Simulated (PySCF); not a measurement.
F3OTa, multiplicity 1. Atoms are numbered in the order given.

```xyz
5

Ta     0.0000     0.0000    -0.0101
O      0.0000     0.0000    -1.7283
F      1.5587     0.8999     0.5395
F      0.0000    -1.7998     0.5395
F     -1.5587     0.8999     0.5395
```
Charge 0, spin multiplicity 1.

The structure is a stationary point at B3LYP-D3(BJ)/def2-SVP. The multiplicity is an assumed one; other spin states were not compared. The isomer is the one that the SMILES or the coordinates give; other isomers of the formula were not compared. The def2 effective core potentials stand for the cores of Ta; spin–orbit coupling is left out.

Calculation: PBE/def2-TZVP run with PySCF.

Symmetry labels are those of the subgroup Cs that the program uses (full group C3v).

**Question.** List the valence orbital energies around the gap with their symmetry. (The exact figures need the calculation; the answer reports its results.)

**Answer.** 
```
orbital  symmetry  energy (eV)
-------  --------  -----------
HOMO−7         A"       -11.58
HOMO−6         A'       -11.13
HOMO−5         A"       -10.79
HOMO−4         A'       -10.79
HOMO−3         A"       -10.71
HOMO−2         A'        -8.94
HOMO−1         A"        -8.65
HOMO           A'        -8.65
LUMO           A"        -2.61
LUMO+1         A'        -2.61
LUMO+2         A'        -1.70
LUMO+3         A"        -1.02
```
